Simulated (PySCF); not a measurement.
## Excitation energies in several basis sets

C3H8BrGeN.
InChI=1S/C3H8BrGeN/c4-5(6)3-1-2-3/h3,5H,1-2,6H2/t5-/m0/s1

TDDFT with PBE0 (PySCF), vertical singlets, core orbitals frozen in the response, spherical d and f functions. The structure is a single PBE0-D3(BJ)/def2-SVP conformer in the gas phase; no vibrational or solvent corrections. The PBE0/6-31G* calculation is non-relativistic and has no spin–orbit coupling, an omission that weighs most on bromine and germanium.

Q: How do the low singlets change with the basis? Take 6-31G*, def2-SVP, def2-SVPD, aug-cc-pVDZ and def2-TZVP.

A: 

```json
{"basis": "6-31G*", "functions": "136", "diffuse": "no", "S1 (eV)": "6.09", "S2 (eV)": "6.48", "S3 (eV)": "6.75", "S4 (eV)": "6.85", "S5 (eV)": "7.28", "LUMO (eV)": "0.13", "α (au)": "76.5"}
{"basis": "def2-SVP", "functions": "160", "diffuse": "no", "S1 (eV)": "6.29", "S2 (eV)": "6.62", "S3 (eV)": "6.87", "S4 (eV)": "6.96", "S5 (eV)": "7.56", "LUMO (eV)": "0.29", "α (au)": "77.4"}
{"basis": "def2-SVPD", "functions": "223", "diffuse": "yes", "S1 (eV)": "6.10", "S2 (eV)": "6.37", "S3 (eV)": "6.56", "S4 (eV)": "6.63", "S5 (eV)": "7.16", "LUMO (eV)": "-0.23", "α (au)": "93.4"}
{"basis": "aug-cc-pVDZ", "functions": "236", "diffuse": "yes", "S1 (eV)": "6.00", "S2 (eV)": "6.17", "S3 (eV)": "6.31", "S4 (eV)": "6.57", "S5 (eV)": "6.77", "LUMO (eV)": "-0.35", "α (au)": "94.7"}
{"basis": "def2-TZVP", "functions": "268", "diffuse": "no", "S1 (eV)": "6.25", "S2 (eV)": "6.51", "S3 (eV)": "6.70", "S4 (eV)": "6.78", "S5 (eV)": "7.34", "LUMO (eV)": "0.04", "α (au)": "89.1"}
```

States are compared by their number. Against the largest diffuse basis here (aug-cc-pVDZ, itself not a converged limit), sets without diffuse functions differ by up to 0.29 eV in S1 and 0.79 eV in S5; the smaller diffuse sets differ by up to 0.10 and 0.39 eV. State by state, the largest deviation of a set without diffuse functions is S1 0.29, S2 0.46, S3 0.56, S4 0.38, S5 0.79 eV. The same number needn't mean the same state in each row. Against aug-cc-pVDZ the polarisability deviates by -19% in 6-31G*, -18% in def2-SVP, -1% in def2-SVPD, -6% in def2-TZVP.
